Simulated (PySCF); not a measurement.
## Steps of a relaxation of Tl(OH)

Tl(OH) (singlet). PySCF 2.14.0, RKS PBE0, Tl def2-SVP with ECP60, O def2-SVP, H def2-SVP; non-relativistic Hamiltonian with scalar-relativistic core potentials where named; density fitting; no spin-orbit coupling. Origin of the start: template. Columns: position (Å) and force (eV/Å). Energies are counted from the last step; some of the 12 steps are shown. Forces carry noise of the integration grid, about 0.01 to 0.03 eV/Å.

Run from Python with OMP_NUM_THREADS=2. Where DIIS fails, smearing, a level shift and second-order steps follow.
It took 7.4 s on 2 threads of Arm Neoverse V1, on a shared host, from the converged density of the start.

```xyz
3
step 0  E = 0.242 eV
Tl   -0.0016    0.0000   -0.1780     0.08    0.00    1.89
O    -0.0016    0.0000    2.0924    -0.14    0.00   -1.52
H     0.3484    0.0000    2.9924     0.06    0.00   -0.36
```

```xyz
3
step 4  E = 0.037 eV
Tl    0.0364    0.0000   -0.0540     0.05    0.00    0.19
O    -0.0932    0.0000    2.0651     0.00    0.00    0.17
H     0.4020    0.0000    2.8957    -0.05    0.00   -0.36
```

```xyz
3
step 7  E = 0.007 eV
Tl    0.0818    0.0000   -0.0142     0.00    0.00    0.26
O    -0.2072    0.0000    2.1127     0.24    0.00    0.10
H     0.4707    0.0000    2.8083    -0.24    0.00   -0.36
```

**Question.** Where does the relaxation end?

**Answer.** It converges at step 11 in Cs:
```xyz
3
step 11  E = 0
Tl    0.0976    0.0000    0.0191
O    -0.2393    0.0000    2.1269
H     0.4869    0.0000    2.7609
```

**Question.** How did the contacts change?

**Answer.** 
| contact | start (Å) | end (Å) |
| --- | --- | --- |
| Tl1–O2 (OH) | 2.270 | 2.135 |
